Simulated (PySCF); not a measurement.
(ClAlNH)3 ring, Al₃Cl₃H₃N₃.
Bonds: Al1–Cl2, Al1–N3, Al1–N9, N3–Al4, Al4–Cl5, Al4–N6, N6–Al7, Al7–Cl8, Al7–N9. Hydrogens: H10 on N3; H11 on N6; H12 on N9.

Theory: PySCF, PBE0-D3(BJ)/def2-SVP geometry optimisation, gas phase.

How far are the bound atoms from Al1?

3 atoms: N3 1.781 Å, N9 1.782 Å, Cl2 2.098 Å. The nearest atom not counted as bound is H10, at 2.43 Å (others tie with it).

List the angles at Al1.

```csv
angle,degrees,distance of the outer atoms (Å)
Cl2–Al1–N9,122.4,3.40
Cl2–Al1–N3,120.8,3.38
N3–Al1–N9,116.7,3.03
```

What is the shape at Al1?

Planar: angles 122.4°, 120.8° and 116.7°, sum 360.0°, 0.00 Å off the plane of its three neighbours.

Give some angles away from the centre.

Al1–N3–Al4 123.5°, N3–Al4–N6 116.3°.

Charge 0, singlet. Whether it is a minimum is left open (no frequencies).

One conformer stands for the species.
